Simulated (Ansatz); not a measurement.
A nudged elastic band was laid between two geometries of BFH2O + H2S (8 atoms, charge 0, multiplicity 1).

Computed with Ansatz 0.2.0, RKS revPBE-D4/def2-SVP.

```yaml
movable_images: 7
climbing_image: yes
spring: 5.0 eV/Å²
optimiser: quadratic models (default)
start_path: through a guess of the saddle point
force_threshold: 0.05 eV/Å
iteration_limit: 60
end_points: relaxed
```

First end point:

```xyz
8
Properties=species:S:1:pos:R:3
B 0.058 -0.366 -0.106
F 0.002 -0.676 1.212
H 1.121 -0.116 -0.628
O -1.074 -0.419 -0.861
H -1.851 -0.680 -0.329
S -0.293 2.749 0.896
H -1.536 2.376 0.486
H -0.339 1.886 1.949
```

Last end point:

```xyz
8
Properties=species:S:1:pos:R:3
B -0.227 0.513 -0.353
F -0.012 -0.100 2.348
H 0.842 -0.009 -0.591
O -1.437 -0.068 -0.581
H -1.348 -0.992 -0.876
S -0.179 2.238 0.281
H -1.533 2.385 0.377
H -0.017 0.787 2.014
```

(1) What changes between the two ends?

(2) What energy profile does the band end with?

(3) What is the geometry of the highest image?

The band took 41 iterations and roughly 6 core-minutes.

Answers

(1) Bonds broken: B1–F2, S6–H8. Bonds formed: B1–S6, F2–H8. BFH2O + H2S becomes BH3OS + FH.

(2) The forces met the threshold. The highest image is number 5 of 0 to 8, 1.16 eV above the first end and 0.49 eV above the last; the last end lies 0.68 eV above the first. The profile has 2 maxima (images 2, 5) with wells between them (image 3): this band takes more than one step, which may be the mechanism or a detour left from its start path. A structure lower than the first end lies on the path between it and the top, so the climb from that side starts below the end, which may itself be a saddle point or a shallow side well. A vibrational analysis at the climbing image gives one clearly imaginary mode, 711i cm⁻¹: a first-order saddle point. The orbitals stay closed-shell, which can raise the energy where a bond breaks towards radicals; this wasn't checked here.

```tsv
image	path coordinate (Å)	energy (eV)	B1–F2 (Å)	S6–H8 (Å)	B1–S6 (Å)
0	0.00	0.00	1.35	1.36	3.29
1	0.87	0.05	1.36	1.36	3.04
2	1.75	0.37	1.36	1.36	2.84
3	2.62	-0.02	1.35	1.36	3.30
4	3.50	0.23	1.37	1.37	2.69
5	4.37	1.16	1.66	1.63	2.03
6	4.73	0.94	2.00	1.91	1.92
7	5.09	0.73	2.40	2.11	1.86
8	5.45	0.68	2.78	2.27	1.84
```

(3) 
```xyz
8
Properties=species:S:1:pos:R:3
B -0.188 0.250 0.058
F -0.069 -0.039 1.693
H 0.860 -0.121 -0.436
O -1.437 -0.138 -0.393
H -1.386 -0.947 -0.930
S -0.129 2.241 0.455
H -1.487 2.359 0.506
H -0.075 1.150 1.665
```

Run time: 5.9 min on 1 thread of Intel(R) Xeon(R) Platinum 8488C (Sapphire Rapids), with other jobs on the host, peak memory 0.16 GiB.
